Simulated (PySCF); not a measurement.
CH₄NO, charge +1. Atoms are numbered in the order given.

```xyz
7

N     -0.1881     1.1185     0.0000
C      0.4329    -0.0274     0.0000
O     -0.1079    -1.2004     0.0000
H     -1.2062     1.2113     0.0000
H      0.3532     1.9845     0.0000
H      1.5273    -0.0400     0.0000
H     -1.0918    -1.2180     0.0000
```
Charge +1, spin multiplicity 1.

Geometry optimised at PBE-D3(BJ)/def2-TZVP. The isomer is the one that the SMILES or the coordinates give; other isomers of the formula were not compared. The values are those of a single conformer.

Vertical ionisation energy (IE) and electron affinity (EA) in eV. Rows of orbital energies are one-electron estimates. Where ΔSCF, EOM or ADC give a negative EA the extra electron is unbound and the value depends on the basis.

```csv
level,IE,EA
"−ε(HOMO), −ε(LUMO), ωB97X/def2-TZVPD (PySCF)",…,…
ADC(2)/aug-cc-pVDZ (PySCF),17.91,3.74
```

Q: Some entries are withheld; supply them. (The exact figures need the calculation; the answer reports its results.)

A: 
- −ε(HOMO), −ε(LUMO), ωB97X/def2-TZVPD (PySCF), IE: 18.46
- −ε(HOMO), −ε(LUMO), ωB97X/def2-TZVPD (PySCF), EA: 4.83

Q: Give the lowest 1s main lines (those of the lightest heavy element) from CVS-ADC(2)-x/aug-cc-pVDZ (PySCF, non-relativistic), with pole strengths. (The exact figures need the calculation; the answer reports its results.)

A: 304.1 eV (1.50).

Q: Beyond the first one, list the lowest photoelectron lines from ADC(2)/aug-cc-pVDZ (PySCF) with their pole strengths (two spins summed). (The exact figures need the calculation; the answer reports its results.)

A: 19.95 eV (1.75), 21.48 eV (1.75), 22.43 eV (1.82), 25.48 eV (1.76), 26.02 eV (1.76).
